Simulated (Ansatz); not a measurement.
FGeH5OSi can be A, `O[SiH2][GeH2][F]`, or B, `F[SiH2][O][GeH3]`.

Computed with Ansatz on PBE0-D4/def2-TZVP structures; ΔE is electronic, products minus reactants. CCSD(T)/CBS is the MP2 limit (def2-TZVPP, def2-QZVPP) plus CCSD(T) − MP2 in def2-TZVPP, frozen cores. Functionals use def2-TZVPP. B3LYP here is the variant with VWN-RPA as its local correlation; programs differ in this. For Ge outer-core shells are correlated without core-valence functions, which leaves a few kJ/mol of doubt a bond. Scalar relativity is left out up to krypton. One conformer a species, not always the lowest.

A:

```xyz
9

O     1.578   -1.156    0.093
Si   -0.066   -1.181    0.097
Ge   -0.657    1.136   -0.091
F     0.987    1.790   -0.154
H     1.974   -0.283    0.017
H    -0.586   -1.775    1.356
H    -0.591   -1.971   -1.046
H    -1.326    1.616   -1.390
H    -1.313    1.824    1.118
```

B:

```xyz
9

F    -2.065    0.366    1.140
Si   -0.506    0.675    1.302
O     0.226    0.637   -0.136
Ge    0.598   -0.605   -1.360
H    -0.377    2.038    1.859
H     0.029   -0.371    2.207
H     0.726   -1.959   -0.642
H     1.922   -0.169   -1.996
H    -0.552   -0.611   -2.374
```

Q: Which isomer does CCSD(T)/CBS put lower? Give the gap. (Estimate.)

A: Computed: B, by 134.8 kJ/mol.

Q: Give E(B) − E(A) in kJ/mol with PBE-D4, HF/def2-TZVPP, r2SCAN-D4, B3LYP, CCSD/def2-TZVPP, B2PLYP, CCSD(T)/def2-TZVPP. (Best estimate.)

A: The calculation gave: PBE-D4 -103.6, HF/def2-TZVPP -159.3, r2SCAN-D4 -123.7, B3LYP -126.8, CCSD/def2-TZVPP -141.0, B2PLYP -134.9, CCSD(T)/def2-TZVPP -137.9. None reverses the order clearly.

Largest T1 diagnostic: 0.012.

In def2-TZVPP, CCSD(T) changes the Hartree–Fock value by +21.3 kJ/mol (the triples alone add +3.1 kJ/mol) and MP2 by +15.8 kJ/mol. From PBE to PBE0 (25 % exact exchange), in def2-TZVPP and without D4, E(B) − E(A) moves by −11.6 kJ/mol.
